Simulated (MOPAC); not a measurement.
A run for MOPAC: PM6 on H4OSi2 (SMILES O[Si][SiH3]), a point of a torsion scan.

```
PM6 1SCF PRECISE CHARGE=0 THREADS=1
H4OSi2

O      2.29055159 1    -0.25510950 1     0.01798634 1
Si     0.95639391 1    -1.18946949 1    -0.00630457 1
Si    -0.96111344 1     0.06324258 1    -0.01080509 1
H      2.38898191 1     0.69761868 1    -0.00022562 1
H     -1.21134617 1     1.47366779 1    -0.37334152 1
H     -1.53497061 1    -0.04491599 1     1.34512266 1
H     -1.89084284 1    -0.68408854 1    -0.87809497 1
```

Program output:

```
*******************************************************************************
 **                                                                           **
 **                              MOPAC v23.2.5                                **
 **                                                                           **
 *******************************************************************************
 ** MOPAC's Digital Object Identifier: https://doi.org/10.5281/zenodo.6511958 **
 **                                                                           **
 ** Please cite the open-source release paper for use of this MOPAC version:  **
 ** J. E. Moussa and J. J. P. Stewart (2026)                                  **
 ** MOPAC: An open-source semiempirical molecular orbital program             **
 ** J. Open Source Softw., 11(119), 8025, https://doi.org/10.21105/joss.08025 **
 *******************************************************************************

                              PM6 CALCULATION RESULTS

 *******************************************************************************
 *  PM6        - The PM6 Hamiltonian to be used
 *
 *
 *
 *                 CHARGE ON SYSTEM = 0
 *
 *
 *
 *  PRECISE    - TIGHTER CRITERIA TO BE USED
 *  1SCF       - DO 1 SCF AND THEN STOP
 *  THREADS=1  - MULTI-THREADING NOT USED
 *  T=         - A TIME OF 172800.0 SECONDS REQUESTED
 *  DUMP=N     - RESTART FILE WRITTEN EVERY 7200.0 SECONDS REQUESTED
 *******************************************************************************
PM6 1SCF PRECISE CHARGE=0 THREADS=1
 H4OSi2

   ATOM   CHEMICAL          X               Y               Z
  NUMBER   SYMBOL      (ANGSTROMS)     (ANGSTROMS)     (ANGSTROMS)

     1       O          2.29055159  *  -0.25510950  *   0.01798634  *
     2      Si          0.95639391  *  -1.18946949  *  -0.00630457  *
     3      Si         -0.96111344  *   0.06324258  *  -0.01080509  *
     4       H          2.38898191  *   0.69761868  *  -0.00022562  *
     5       H         -1.21134617  *   1.47366779  *  -0.37334152  *
     6       H         -1.53497061  *  -0.04491599  *   1.34512266  *
     7       H         -1.89084284  *  -0.68408854  *  -0.87809497  *



          CARTESIAN COORDINATES

    NO.       ATOM           X           Y           Z

     1         O          2.2906     -0.2551      0.0180
     2        Si          0.9564     -1.1895     -0.0063
     3        Si         -0.9611      0.0632     -0.0108
     4         H          2.3890      0.6976     -0.0002
     5         H         -1.2113      1.4737     -0.3733
     6         H         -1.5350     -0.0449      1.3451
     7         H         -1.8908     -0.6841     -0.8781

 General Reference for PM6:
 "Optimization of Parameters for Semiempirical Methods V: Modification of NDDO Approximations
 and Application to 70 Elements", J. J. P. Stewart, J. Mol. Mod., 13, 1173-1213 (2007)
 URL: https://link.springer.com/article/10.1007/s00894-007-0233-4

           Empirical Formula: H4 O Si2  =     7 atoms



      MOLECULAR POINT GROUP   :   C1


      RHF CALCULATION, NO. OF DOUBLY OCCUPIED LEVELS = 9


 -------------------------------------------------------------------------------
 PM6 1SCF PRECISE CHARGE=0 THREADS=1
 H4OSi2



     1SCF WAS SPECIFIED, SO BFGS WAS NOT USED
     SCF FIELD WAS ACHIEVED


                              PM6 CALCULATION
                                                       MOPAC v23.2.5 Linux




          FINAL HEAT OF FORMATION =          2.20868 KCAL/MOL =       9.24112 KJ/MOL


          COSMO AREA              =        121.57 SQUARE ANGSTROMS
          COSMO VOLUME            =        114.15 CUBIC ANGSTROMS

          IONIZATION POTENTIAL    =          6.931835 EV
          HOMO LUMO ENERGIES (EV) =         -6.932 -1.510
          NO. OF FILLED LEVELS    =          9
          MOLECULAR WEIGHT        =         76.2020         POINT GROUP:  C1

          MOLECULAR DIMENSIONS (Angstroms)

            Atom       Atom       Distance
            H     7    H     4     4.58221
           Si     2    H     5     3.20264
            H     7    H     6     2.09700


          SCF CALCULATIONS        =          1





   ATOM   CHEMICAL          X               Y               Z
  NUMBER   SYMBOL      (ANGSTROMS)     (ANGSTROMS)     (ANGSTROMS)

     1       O          2.29055159  *  -0.25510950  *   0.01798634  *
     2      Si          0.95639391  *  -1.18946949  *  -0.00630457  *
     3      Si         -0.96111344  *   0.06324258  *  -0.01080509  *
     4       H          2.38898191  *   0.69761868  *  -0.00022562  *
     5       H         -1.21134617  *   1.47366779  *  -0.37334152  *
     6       H         -1.53497061  *  -0.04491599  *   1.34512266  *
     7       H         -1.89084284  *  -0.68408854  *  -0.87809497  *

                             CARTESIAN COORDINATES

   1    O        2.290551590    -0.255109500     0.017986340
   2   Si        0.956393910    -1.189469490    -0.006304570
   3   Si       -0.961113440     0.063242580    -0.010805090
   4    H        2.388981910     0.697618680    -0.000225620
   5    H       -1.211346170     1.473667790    -0.373341520
   6    H       -1.534970610    -0.044915990     1.345122660
   7    H       -1.890842840    -0.684088540    -0.878094970


           Empirical Formula: H4 O Si2  =     7 atoms



      MOLECULAR POINT GROUP   :   C1


                  EIGENVALUES
 -30.23553 -20.13519 -19.47043 -14.85108 -13.94053 -12.02846 -11.71329 -11.16950
  -6.93184  -1.50970  -1.00154  -0.42631   0.44894   0.77559   1.12435   1.43775
   1.74457   2.17648   2.29103   2.43485   2.53443   3.52028   3.94148   4.68125
   4.75477   5.58446


              NET ATOMIC CHARGES AND DIPOLE CONTRIBUTIONS

  ATOM NO.   TYPE          CHARGE      No. of ELECS.   s-Pop       p-Pop       d-Pop
    1          O          -0.543035        6.5430     1.63905     4.90399
    2         Si           0.370906        3.6291     1.79909     1.34923     0.48078
    3         Si          -0.076913        4.0769     1.29314     2.37558     0.40819
    4          H           0.342757        0.6572     0.65724
    5          H          -0.044357        1.0444     1.04436
    6          H          -0.025453        1.0255     1.02545
    7          H          -0.023905        1.0239     1.02391
 DIPOLE           X         Y         Z       TOTAL
 POINT-CHG.     0.680    -0.558    -0.039     0.881
 HYBRID        -0.324     1.660    -0.101     1.694
 SUM            0.357     1.101    -0.140     1.166


          ATOMIC ORBITAL ELECTRON POPULATIONS

     Atom    s        px        py        pz      x^2-y^2     xz        z^2       yz        xy
    1  O   1.63905   1.75289   1.39159   1.75951
    2 Si   1.79909   0.40668   0.77909   0.16346   0.10596   0.06914   0.08230   0.03145   0.19193
    3 Si   1.29314   0.87815   0.75380   0.74363   0.09720   0.07828   0.10589   0.05712   0.06970
    4  H   0.65724
    5  H   1.04436
    6  H   1.02545
    7  H   1.02391

 **********************
 *                    *
 * JOB ENDED NORMALLY *
 *                    *
 **********************




 == MOPAC DONE ==
```

The run finished.

Cost: roughly 0.020 core-seconds.
